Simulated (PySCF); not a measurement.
## Dipole response of Zr²⁺ (zirconium, charge +2)

[Kr] 4d2, high-spin 3F determinant. All numbers are calculated (PySCF 2.14, no relativity, point nucleus, in dyall-av2z (22s15p11d2f, 136 functions)). Coupled (time-dependent) response in atomic units; α is the mean over directions. A double-zeta set is small for polarisabilities.

```json
{"method": "revPBE", "mean α (bohr³)": "11.81", "C₆ (like pair)": "58.30", "S(−4)": "92.93"}
```

S(−4) is the Cauchy moment in α(ω) = α(0) + S(−4) ω² + …

Spin-orbit coupling is absent.

α(iu) at revPBE:

```json
{"u (hartree)": "0", "α(iu) (bohr³)": "11.81"}
{"u (hartree)": "0.0500", "α(iu) (bohr³)": "11.59"}
{"u (hartree)": "0.100", "α(iu) (bohr³)": "11.01"}
{"u (hartree)": "0.200", "α(iu) (bohr³)": "9.460"}
{"u (hartree)": "0.300", "α(iu) (bohr³)": "8.074"}
{"u (hartree)": "0.500", "α(iu) (bohr³)": "6.125"}
{"u (hartree)": "0.750", "α(iu) (bohr³)": "4.595"}
{"u (hartree)": "1.00", "α(iu) (bohr³)": "3.578"}
{"u (hartree)": "1.50", "α(iu) (bohr³)": "2.315"}
{"u (hartree)": "2.00", "α(iu) (bohr³)": "1.592"}
{"u (hartree)": "3.00", "α(iu) (bohr³)": "0.8645"}
{"u (hartree)": "5.00", "α(iu) (bohr³)": "0.3654"}
```

For an ion, C₆ is the dispersion term alone; charge-induced terms of lower order in 1/R come first.

A non-relativistic calculation at this Z misses sizeable relativistic shifts.
